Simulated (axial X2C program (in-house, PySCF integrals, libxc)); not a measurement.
# Outer orbitals of CoP⁻ at 2.005 Å, PBE

All values were computed with an in-house all-electron X2C program for linear molecules (integrals from PySCF). Spin-free means the one-electron spin-free X2C Hamiltonian; two-component (2c) means X2C with spin–orbit coupling and atomic mean-field two-electron Coulomb and Gaunt terms, so the difference of the two also holds small scalar two-electron terms. Basis: Co dyall-acv3z [10s11p7d4f2g], P dyall-av3z [9s8p3d2f] (cores contracted in-house); Gaussian nuclei, density fitting, unrestricted open shells. Masses: Co 58.933 u, P 30.974 u.

The distance is close to the 2c PBE0 minimum; the highest filled and lowest empty levels are listed.

Spin-free orbitals, state M_S = 3/2, Λ = 2 (beyond evenly filled blocks: π+α, π-α, δ+α, δ+β, δ-α) (Löwdin shares):

```
symmetry  occupied  ε (eV)             atomic character
      σα       yes   -8.09  66% P s, 12% Co p, 11% Co d
      σβ       yes   -7.54  66% P s, 12% Co p, 11% Co d
      σα       yes   -1.74    52% Co d, 36% P p, 5% P s
     π-α       yes   -1.64            82% Co d, 16% P p
     π+α       yes   -1.64            82% Co d, 16% P p
      σβ       yes   -1.10   53% P p, 30% Co d, 8% Co s
     δ-α       yes   -1.04                     99% Co d
     δ+α       yes   -1.04                     99% Co d
      σα       yes   -0.23  35% Co s, 32% Co d, 26% P p
     π-β       yes   -0.18   61% Co d, 34% P p, 4% Co p
     π+β       yes   -0.18   61% Co d, 34% P p, 4% Co p
      σβ       yes    0.53  45% Co d, 34% Co s, 13% P p
     π-α       yes    0.64  61% P p, 20% Co d, 17% Co p
     π+α       yes    0.64  61% P p, 20% Co d, 17% Co p
     δ+β       yes    0.92                     99% Co d
     δ-β        no    0.92                     99% Co d
      σα        no    1.62  40% Co s, 36% Co p, 14% P p
      σβ        no    1.71  64% Co p, 26% Co s, 4% Co d
     π-β        no    1.75  41% Co p, 29% P p, 28% Co d
     π+β        no    1.75  41% Co p, 29% P p, 28% Co d
```

The highest filled level is positive, so this functional does not bind it, and the empty levels of an anion are set by the basis. A filled and an empty partner (Λ and −Λ, same spin) share one energy because the functional has no current term.

Spinors with spin–orbit coupling (state Ω = 7/2):

| ω | occupied | ε (eV) | atomic character | λ mixture |
| --- | --- | --- | --- | --- |
| 1/2 | yes | -8.09 | 66% P s, 12% Co p, 11% Co d | 100% σ |
| -1/2 | yes | -7.54 | 66% P s, 12% Co p, 11% Co d | 100% σ |
| 1/2 | yes | -1.74 | 52% Co d, 35% P p, 5% P s | 100% σ |
| -1/2 | yes | -1.66 | 82% Co d, 16% P p | 100% π |
| 3/2 | yes | -1.61 | 82% Co d, 16% P p | 100% π |
| -1/2 | yes | -1.10 | 53% P p, 30% Co d, 8% Co s | 100% σ |
| -3/2 | yes | -1.10 | 99% Co d | 100% δ |
| 5/2 | yes | -0.97 | 99% Co d | 100% δ |
| 1/2 | yes | -0.25 | 41% Co d, 29% P p, 25% Co s | 70% σ, 30% π |
| 1/2 | yes | -0.18 | 53% Co d, 31% P p, 10% Co s | 70% π, 30% σ |
| -3/2 | yes | -0.15 | 61% Co d, 34% P p, 4% Co p | 100% π |
| -1/2 | yes | 0.53 | 44% Co d, 32% Co s, 16% P p | 96% σ, 4% π |
| -1/2 | yes | 0.63 | 59% P p, 21% Co d, 17% Co p | 96% π, 4% σ |
| 3/2 | yes | 0.66 | 60% P p, 21% Co d, 17% Co p | 98% π, 2% δ |
| 3/2 | yes | 0.86 | 97% Co d | 98% δ, 2% π |
| -5/2 | no | 0.98 | 99% Co d | 100% δ |
| 1/2 | no | 1.62 | 38% Co s, 36% Co p, 15% P p | 99% σ, 1% π |
| -1/2 | no | 1.72 | 65% Co p, 26% Co s, 5% Co d | 100% σ |
| 1/2 | no | 1.74 | 40% Co p, 30% P p, 28% Co d | 99% π, 1% σ |

The highest filled level is positive, so this functional does not bind it, and the empty levels of an anion are set by the basis.

Question: How does the gap between the highest filled and lowest empty level change from the spin-free to the 2c table?

Answer: From 0.00 to 0.12 eV at PBE, a change of 0.12 eV.

Mulliken charges and populations of the two-component result (they depend on the basis, above all on diffuse functions):

Co -0.49 e (s 7.20 p 12.46 d 7.81 f 0.01), P -0.51 e (s 5.83 p 9.63 d 0.04 f 0.01). ⟨Lz⟩ = 2.00 ħ and ⟨Sz⟩ = 1.50 ħ (1.01 and 0.49 on the two atoms), which add up to Ω.

The state is a single determinant with fixed occupations, the lowest that a limited PBE0 search found. Density functionals use the spin component along the axis (collinear). PBE0 can misorder states that lie within some tenths of an eV, so this need not be the ground state of the molecule. The nearest other spin-free determinant of the search, M_S = 1/2, Λ = 4, lies 0.51 eV up at the distance of the search. The functionals have no current-density term, which raises determinants with orbital currents, atoms included. With several unpaired electrons one determinant need not be a pure state. The highest occupied level of some functionals is positive through self-interaction error; at Hartree–Fock it is bound.
